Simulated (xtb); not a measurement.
C₃H₅NO₂, SMILES O1COC=NC1. All values are semi-empirical tight-binding results from xtb (GFN2-xTB unless named), good for trends rather than for accurate numbers. The structure is a stationary point at GFN2-xTB. Other conformers were not sampled.

Computed properties:
| Property | Result |
|---|---|
| orbital gap | 4.55 eV |
| dipole moment | 1.52 D |
| zero-point energy | 52.4 kcal/mol |
| G − E(el) at 298.15 K (modified RRHO) | 34.7 kcal/mol |
| static polarisability (D4 model) | 51.4 bohr³ |
| solvation energy, GFN2-xTB/ALPB(water) | -2.9 kcal/mol |
| solvation energy, GFN2-xTB/ALPB(hexane) | -3.5 kcal/mol |

Q: Give the IR lines (harmonic; lines under 4 % of the strongest left out, lines within 3 cm⁻¹ merged). (Estimate from the structure and the level; the computed values follow.)

A: ν (cm⁻¹): 469 (w), 564 (w), 936 (m), 968 (m), 1049 (w), 1109 (m), 1145 (vs), 1280 (w), 1292 (w), 1333 (w), 1726 (vs), 2822 (m), 2850 (m), 2973 (w), 2991 (w), 3066 (w) (against the strongest line: vs over 80 %, s over 45 %, m over 15 %, w over 4 %, vw less)
